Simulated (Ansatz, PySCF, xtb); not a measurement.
Isomers of H2OSi: 1 is O[SiH], 2 is O=[SiH2]; one conformer of each (the lowest of an xTB search), B3LYP-D3(BJ)/def2-TZVP minima.
Isomer 1 (charge 0, multiplicity 1):
| atom | x (Å) | y (Å) | z (Å) |
|---|---|---|---|
| O | -0.8993 | 0.3531 | 0.0152 |
| Si | 0.6928 | 0.8192 | 0.0163 |
| H | -1.1219 | -0.5832 | -0.0075 |
| H | 1.3283 | -0.5891 | -0.0241 |
Isomer 2 (charge 0, multiplicity 1):
```xyz
4

O      1.2747    -0.4600     0.4308
Si     0.0284    -0.0103    -0.3129
H     -1.0948    -0.9078    -0.6671
H     -0.2083     1.3781    -0.7702
```

No zero-point or thermal terms.

Programs: Ansatz (Gaussian basis) for Hartree–Fock, density functionals and correlated methods; PySCF for the dispersion terms; xtb for the GFN methods. 

Q: One of these levels gives -2.2 kJ/mol for the electronic energy of isomer 2 less that of isomer 1. Name it.
(A) revPBE/def2-TZVPP
(B) HF/cc-pV(Q+d)Z
(C) BLYP-D3(BJ)/def2-TZVPP
(D) GFN1-xTB

A: A, revPBE/def2-TZVPP. The others give -185.1 (GFN1-xTB), 21.7 (HF/cc-pV(Q+d)Z), -3.7 (BLYP-D3(BJ)/def2-TZVPP)

Ansatz is a program for electronic structure.
